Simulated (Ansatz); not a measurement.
Gas-phase electronic energies from Ansatz, PBE0-D4/def2-TZVP geometries. CCSD(T)/CBS is the MP2 limit (def2-TZVPP, def2-QZVPP) plus CCSD(T) − MP2 in def2-TZVPP, frozen cores. This one scheme is used for every species. Functionals use def2-TZVPP. For Br outer-core shells are correlated without core-valence functions, which leaves a few kJ/mol of doubt a bond. Scalar relativity is left out up to krypton. Each species was taken in one conformer, which may not be the lowest.

`CO[Si]Br` + CH₃OH → `CO[Si]OC` + HBr  (ligand exchange at the Si–Br bond)

```tsv
species	B97M-V energy (Eh)
`CO[Si]Br`	-2978.33560
CH₃OH	-115.74555
`CO[Si]OC`	-519.78365
HBr	-2574.29483
```

(1) Work out ΔE.

Largest T1 diagnostic among the species: 0.014.

Results:

(1) ΔE = (-519.78365) + (-2574.29483) − (-2978.33560) − (-115.74555) = 0.00267 Eh = +1.7 kcal/mol. CCSD(T)/CBS gives +2.7 kcal/mol.

From BLYP to BHLYP (50 % exact exchange), in def2-TZVPP and without D4, ΔE moves by −0.9 kcal/mol. At CCSD(T), def2-SVP lies −1.0 kcal/mol from the extrapolated value and def2-TZVPP −1.4 kcal/mol.
